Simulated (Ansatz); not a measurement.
Relaxation of ClH$_{8}$NO$_{3}$SiTi (15 atoms, charge 0, multiplicity 1), to a largest force component of 0.03 eV/Å in at most 50 steps.

The calculation used RKS PBE/def2-SVP in Ansatz 0.2.0.

```xyz
15
Properties=species:S:1:pos:R:3
Ti -0.122 -0.104 0.145
Cl -0.375 -0.220 2.471
O 1.568 -0.416 -0.397
Si 2.731 -1.495 -0.977
H 2.052 -2.582 -1.767
H 3.695 -0.753 -1.862
H 3.469 -2.100 0.187
O -0.781 1.392 -0.610
H -1.628 1.440 -1.093
O -1.137 -1.443 -0.436
H -1.417 -2.277 -0.023
N 1.521 2.453 1.313
H 2.139 1.837 0.771
H 0.761 2.735 0.681
H 1.081 1.856 2.045
```

Q: Where does it end, and by what steps?

A: It converged. After 18 steps the energy has fallen by 0.575 eV; N12 moved furthest, 0.66 Å. Joined: Ti1–N12 (3.26 → 2.32 Å).

| step | energy less start (eV) | largest force component (eV/Å) | accepted |
| --- | --- | --- | --- |
| 0 | 0.0000 | 0.921 | yes |
| 1 | -0.0626 | 0.356 | yes |
| 2 | -0.0699 | 0.243 | yes |
| 3 | -0.0722 | 0.263 | yes |
| 4 | -0.0767 | 0.175 | yes |
| 5 | -0.0814 | 0.183 | yes |
| 6 | -0.0837 | 0.127 | yes |
| 7 | -0.0888 | 0.260 | yes |
| 8 | -0.0907 | 0.230 | yes |
| 9 | -0.0949 | 0.327 | yes |
| 10 | -0.1002 | 0.519 | yes |
| 11 | -0.1176 | 1.256 | yes |
| 12 | -0.5282 | 0.596 | yes |
| 13 | -0.5400 | 0.351 | yes |
| 14 | -0.5584 | 0.248 | yes |
| 15 | -0.5642 | 0.340 | yes |
| 16 | -0.5689 | 0.349 | yes |
| 17 | -0.5742 | 0.064 | yes |
| 18 | -0.5745 | 0.027 | yes |

```xyz
15
Properties=species:S:1:pos:R:3
Ti 0.104 0.100 0.248
Cl -0.525 -0.263 2.438
O 1.803 -0.306 -0.290
Si 2.686 -1.509 -1.058
H 1.767 -2.539 -1.660
H 3.530 -0.899 -2.147
H 3.597 -2.184 -0.067
O -0.691 1.414 -0.737
H -1.377 1.116 -1.363
O -0.817 -1.331 -0.343
H -1.344 -1.981 0.154
N 1.096 1.958 1.217
H 2.115 1.939 1.085
H 0.721 2.793 0.749
H 0.891 2.015 2.223
```

Time of the run: 59 s on 4 threads of Arm Neoverse V2 (shared host), peak memory 0.28 GiB.
